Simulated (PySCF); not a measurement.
# What a mistake does to a calculation on B2FH2 cation

All numbers below are calculated, not measured. The program is PySCF 2.14.0, an open-source quantum chemistry code, run on an isolated molecule that a program drew, which may never have been made. The molecule is B2FH2 cation (charge +1, singlet), drawn as the SMILES string `B[B+]F`.

Each row is a Hartree-Fock (HF) and frozen-core CCSD(T) single point in the cc-pVDZ basis, meant for a local HF minimum. Run 1 is clean. Each other run has one planted mistake out of seven kinds, and not every kind appears here: one electron removed, one electron added, multiplicity raised by two, geometry at a saddle point, minimal basis STO-3G, one bond length entered in bohr, all coordinates scaled. The reference is restricted for singlets and unrestricted otherwise, and also for a bond in bohr. Adding or removing an electron swaps singlet and doublet. Electrons count all cores. HOMO and LUMO are orbital energies over both spins, the gradient is its largest component, and the lowest frequency (negative if imaginary) is given only where the gradient is small. Bond lengths are over the 4 bonds as drawn. T1 is the CCSD diagnostic: over 0.02 (restricted) or 0.045 (unrestricted) a single reference is doubtful.

Geometry of the clean run:
```xyz
5
B2FH2 cation, angstrom
B    -1.8411   -1.7773    0.2264
B    -1.3325   -2.8035   -1.0971
F    -0.9777   -3.5192   -2.0207
H    -3.0103   -1.7015    0.3994
H    -0.9712   -1.2490    0.8321
```

```
run  electrons  basis functions  <S^2>  HOMO (eV)  LUMO (eV)  gradient (hartree/bohr)  lowest frequency (cm^-1)  mean bond (Å)  longest bond (Å)      T1  HF (hartree)  CCSD(T) (hartree)                     mistake
  1         20               52  0.000     -20.73      -6.36                  2.1e-05                       286         1.3350             1.750  0.0167    -149.68064         -150.03391                    no fault
  2         20               52  0.000     -20.52      -6.36                  3.1e-02                         -         1.3711             1.797  0.0176    -149.67777         -150.03345      all coordinates scaled
  3         20               52  2.011     -16.39     -10.31                  4.5e-02                         -         1.3350             1.750  0.0371    -149.51029         -149.86076  multiplicity raised by two
  4         21               52  0.756      -7.63       1.76                  9.3e-02                         -         1.3350             1.750  0.0169    -149.93683         -150.30811          one electron added
  5         20               17  0.000     -20.02      -3.70                  1.4e-02                         -         1.3350             1.750  0.0216    -147.72033         -147.85205        minimal basis STO-3G
  6         19               52  0.764     -29.08     -18.36                  8.6e-02                         -         1.3350             1.750  0.0750    -148.96368         -149.29462                           ?
```

**Which mistake was planted in run 6, and what did it cost?**

It counts 19 electrons, one fewer than the clean run, at the same geometry and basis. So the mistake is: one electron removed. Subtracting run 1 and multiplying by 627.51 kcal/mol a hartree, the energy moved by 449.9 kcal/mol in HF and 463.9 kcal/mol in CCSD(T).

Cautions from the logs. Run 5: T1 is over the limit, so its CCSD(T) energy is less reliable; run 6: T1 is over the limit, so its CCSD(T) energy is less reliable.
